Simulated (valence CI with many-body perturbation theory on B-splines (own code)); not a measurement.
Values are calculated unless marked as measured or tabulated.
Ladder of approximations for Os71+

Method: relativistic CI+MBPT: three valence electrons over a frozen Dirac-Fock core [He], a basis of 11 s, 11 p, 9 d, 7 f, 5 g, 2 h, 1 i functions for each j, with the one-electron correlation potential Σ1 (screened to all orders), the two-electron term Σ2, the three-electron term Σ3, Breit, model QED; selected single and double excitations, second order for the rest (own B-spline code, finite nucleus).

The last digits are not significant, and no measured levels were compared; by estimate large intervals hold to a few tenths of a per cent, small ones and those within an open d or f shell to about a per cent.

Each rung adds one term. CI alone is the Dirac-Coulomb CI over the frozen core; QED comes last and gives the full result, which names the levels. Energies are above (2s^2 2p1/2) J=1/2 on the same rung, in Ry.

Levels are named by their leading jj configuration (3d3/2^4 stands for four electrons in 3d with j = 3/2), which in mixed levels can hold well under half, so a name can repeat and another be missing. Letters in brackets count levels of one name in rising energy.

```
                     Level  CI alone      Σ1      Σ2      Σ3   Breit     QED    Full
        (2s 2p1/2^2) J=1/2     20.80  -0.027  -0.013  -0.002  +1.621  -1.489   20.89
        (2s^2 2p3/2) J=3/2    123.02  +0.018  -0.001  -0.001  -1.650  +0.119  121.51
(2s 2p1/2 2p3/2) J=3/2 [a]    137.77  -0.009  -0.006   0.000  -0.160  -1.342  136.26
    (2s 2p1/2 2p3/2) J=5/2    141.68  -0.009  -0.009  -0.002  -1.030  -1.343  139.29
    (2s 2p1/2 2p3/2) J=1/2    146.36  -0.009  -0.026  -0.005  -0.109  -1.348  144.86
(2s 2p1/2 2p3/2) J=3/2 [b]    146.98  -0.009  -0.020  -0.005  -0.589  -1.347  145.01
     (2p1/2^2 2p3/2) J=3/2    168.34  -0.035  -0.037  -0.006  +1.173  -2.804  166.63
        (2s 2p3/2^2) J=5/2    262.56  +0.009  -0.006  -0.002  -2.291  -1.197  259.07
        (2s 2p3/2^2) J=1/2    270.05  +0.009  -0.008  -0.006  -1.423  -1.201  267.42
        (2s 2p3/2^2) J=3/2    270.68  +0.009  -0.023  -0.005  -1.994  -1.203  267.46
     (2p1/2 2p3/2^2) J=3/2    287.58  -0.018  -0.033  -0.005  -0.484  -2.693  284.35
     (2p1/2 2p3/2^2) J=5/2    290.07  -0.018  -0.030  -0.005  -1.310  -2.693  286.01
     (2p1/2 2p3/2^2) J=1/2    293.41  -0.018  -0.027  -0.005  -0.222  -2.693  290.45
           (2p3/2^3) J=3/2    413.85   0.000  -0.025  -0.005  -2.128  -2.551  409.14
           (2s^2 3s) J=1/2    833.74  +0.037  -0.005  -0.005  -2.289  +0.351  831.82
        (2s^2 3p1/2) J=1/2    840.66  +0.031  -0.006  -0.005  -1.872  -0.104  838.71
   (2s 2p1/2 3s) J=1/2 [a]    847.83  +0.011  -0.004  -0.005  -0.926  -1.096  845.81
       (2s 2p1/2 3s) J=3/2    850.38  +0.011  -0.011  -0.005  -1.338  -1.104  847.93
   (2s 2p1/2 3s) J=1/2 [b]    852.56  +0.011  -0.008  -0.005  -1.129  -1.110  850.32
(2s 2p1/2 3p1/2) J=1/2 [a]    853.67  +0.005  -0.004  -0.005  -0.510  -1.547  851.61
    (2s 2p1/2 3p1/2) J=3/2    856.33  +0.005  -0.011  -0.005  -1.005  -1.544  853.77
(2s 2p1/2 3p1/2) J=1/2 [b]    859.50  +0.005  -0.015  -0.005  -0.638  -1.538  857.31
        (2p1/2^2 3s) J=1/2    872.80  -0.015  -0.024  -0.005  +0.608  -2.558  870.80
        (2s^2 3p3/2) J=3/2    876.96  +0.036  -0.007  -0.005  -2.367  -0.043  874.57
     (2p1/2^2 3p1/2) J=1/2    878.29  -0.021  -0.028  -0.005  +0.974  -2.988  876.23
        (2s^2 3d3/2) J=3/2    881.69  +0.039  -0.007  -0.005  -2.584  -0.107  879.03
        (2s^2 3d5/2) J=5/2    891.15  +0.037  -0.007  -0.005  -2.606  -0.158  888.41
(2s 2p1/2 3p3/2) J=3/2 [a]    890.91  +0.009  -0.005  -0.005  -0.965  -1.500  888.44
    (2s 2p1/2 3p3/2) J=5/2    893.97  +0.011  -0.012  -0.005  -1.492  -1.423  891.05
(2s 2p1/2 3p3/2) J=3/2 [b]    894.02  +0.009  -0.013  -0.005  -1.342  -1.500  891.17
    (2s 2p1/2 3p3/2) J=1/2    894.27  +0.009  -0.015  -0.005  -1.250  -1.513  891.50
```

The middle columns are the shifts that each term adds.

Task: How does the ionisation energy move along the ladder, and which term matters most?

Result: CI alone 20060, + Σ1 20061, + Σ2 20061, + Σ3 20061, + Breit 20024, + QED 20023 eV. The largest step is Breit, -37 eV. NIST lists 20030 ± 60 eV (theoretical).
